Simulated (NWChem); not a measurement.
System: SiH4Se; SMILES [SiH3][SeH]

The following NWChem deck was run.

```
start job
memory heap 200 mb stack 900 mb global 1100 mb
geometry units angstroms
  Si    -1.519137    -0.597910     0.047736
  Se     0.597150     0.253913    -0.019841
  H     -1.664776    -1.353049     1.288322
  H     -2.362626     0.586296     0.008635
  H     -1.701463    -1.457723    -1.114478
  H      1.278964    -1.006128     0.044783
end
basis spherical
  * library def2-svp
end
dft
  xc pbe0
  iterations 150
end
driver
  maxiter 120
end
task dft optimize
task dft freq
```

Parts of the log:

```
             Northwest Computational Chemistry Package (NWChem) 7.3.0
             --------------------------------------------------------

 C1  symmetry detected

                             Geometry "geometry" -> ""
                             -------------------------

 Output coordinates in angstroms (scale by  1.889725989 to convert to a.u.)

  No.       Tag          Charge          X              Y              Z
 ---- ---------------- ---------- -------------- -------------- --------------
    1 Si                  14.0000     0.01267367     1.51541137    -0.00012005
    2 Se                  34.0000     0.03377332    -0.76677936    -0.00002141
    3 H                    1.0000    -0.69777389     1.96253498     1.19396704
    4 H                    1.0000     1.42368708     1.86746894     0.02092900
    5 H                    1.0000    -0.66176982     1.96470499    -1.21112120
    6 H                    1.0000    -1.38986751    -0.93996977    -0.00136605

 Effective nuclear repulsion energy (a.u.)     159.6743355263

                                Z-matrix (autoz)
                                --------

 Units are Angstrom for bonds and degrees for angles

      Type          Name      I     J     K     L     M      Value
      ----------- --------  ----- ----- ----- ----- ----- ----------
    1 Stretch                  1     2                       2.28229
    2 Stretch                  1     3                       1.45962
    3 Stretch                  1     4                       1.45442
    4 Stretch                  1     5                       1.45714
    5 Stretch                  2     6                       1.43414
    6 Bend                     1     2     6                96.40642
    7 Bend                     2     1     3               108.10622
    8 Bend                     2     1     4               103.47847
    9 Bend                     2     1     5               108.21845
   10 Bend                     3     1     4               112.71931
   11 Bend                     3     1     5               111.10939
   12 Bend                     4     1     5               112.73256
   13 Torsion                  3     1     2     6          59.45111
   14 Torsion                  4     1     2     6         179.20102
   15 Torsion                  5     1     2     6         -60.98176

                           NWChem Geometry Optimization
                           ----------------------------

[...]

      ----------------------
      Optimization converged
      ----------------------

  Step       Energy      Delta E   Gmax     Grms     Xrms     Xmax
  ---- ---------------- -------- -------- -------- -------- --------
@    5   -2692.66573120 -1.4D-07  0.00009  0.00003  0.00047  0.00108
                                     ok       ok       ok       ok

                                Z-matrix (autoz)
                                --------

 Units are Angstrom for bonds and degrees for angles

[...]

 Rotational Constants
 --------------------
 A=   2.075958 cm-1  (  2.986773 K)
 B=   0.134353 cm-1  (  0.193300 K)
 C=   0.132063 cm-1  (  0.190005 K)

 Temperature                      =   298.15K
 frequency scaling parameter      =   1.0000

 Zero-Point correction to Energy  =   20.573 kcal/mol  (  0.032786 au)
 Thermal correction to Energy     =   23.305 kcal/mol  (  0.037139 au)
 Thermal correction to Enthalpy   =   23.897 kcal/mol  (  0.038083 au)

 Total Entropy                    =   68.292 cal/mol-K
   - Translational                =   40.009 cal/mol-K (mol. weight = 110.9265)
   - Rotational                   =   23.287 cal/mol-K (symmetry #  =        1)
   - Vibrational                  =    4.996 cal/mol-K

 Cv (constant volume heat capacity) =   13.714 cal/mol-K
   - Translational                  =    2.979 cal/mol-K
   - Rotational                     =    2.979 cal/mol-K
   - Vibrational                    =    7.755 cal/mol-K

[normal modes left out]

 ----------------------------------------------------------------------------
 Normal Eigenvalue ||           Projected Infra Red Intensities
  Mode   [cm**-1]  || [atomic units] [(debye/angs)**2] [(KM/mol)] [arbitrary]
 ------ ---------- || -------------- ----------------- ---------- -----------
    1       -0.000 ||    0.002639           0.061         2.573       0.626
    2       -0.000 ||    0.000069           0.002         0.067       0.016
    3       -0.000 ||    0.000119           0.003         0.116       0.028
    4        0.000 ||    0.000000           0.000         0.000       0.000
    5        0.000 ||    0.000090           0.002         0.088       0.021
    6        0.000 ||    0.000242           0.006         0.236       0.057
    7      182.700 ||    0.008174           0.189         7.968       1.938
    8      402.208 ||    0.015952           0.368        15.551       3.782
    9      500.395 ||    0.017522           0.404        17.081       4.154
   10      595.751 ||    0.012970           0.299        12.644       3.075
   11      748.241 ||    0.010912           0.252        10.638       2.587
   12      909.036 ||    0.285058           6.577       277.889      67.579
   13      923.896 ||    0.049648           1.145        48.399      11.770
   14      955.732 ||    0.081284           1.875        79.240      19.270
   15     2233.292 ||    0.077168           1.780        75.227      18.294
   16     2239.069 ||    0.106272           2.452       103.599      25.194
   17     2257.503 ||    0.082100           1.894        80.035      19.464
   18     2450.374 ||    0.009042           0.209         8.815       2.144
 ----------------------------------------------------------------------------
```

Level: PBE0/def2-SVP. This build's default masses of Se (78.918 u) and Br (79.917 u) are each other's, which moves their modes by up to 0.6 %.
